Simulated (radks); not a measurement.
Task: The mean radii <r> (bohr) of the occupied orbitals of an atom or ion are listed with their occupations. Method: Dirac Kohn-Sham, PBE, spin-unpolarised, spherical densities, point nucleus; computed with a radial shooting solver on a logarithmic mesh with Libxc functionals.

orbital  occ.      <r>
1s1/2       2  0.03609
2s1/2       2   0.1577
2p1/2       2   0.1346
2p3/2       4   0.1391
3s1/2       2   0.4429
3p1/2       2   0.4385
3p3/2       4   0.4490
3d3/2       4   0.4308
3d5/2       6   0.4343
4s1/2       2    1.147
4p1/2       2    1.254
4p3/2       4    1.281
4d3/2     0.8    1.706
4d5/2     1.2    1.718

Name the element and its charge. Open shells, if any, are shared by 2j + 1.

Result: Z = 41, niobium, charge +3: Nb3+ in [Kr] 4d2. The 1s radius gives Z: for a bare nucleus <r> = (2 gamma + 1)/(2Z) with gamma = sqrt(1 - (Z/c)^2), 0.03547 bohr for Z = 41, and screening makes it slightly larger (0.03609 here). The occupations add up to 38, and the charge is Z minus that.
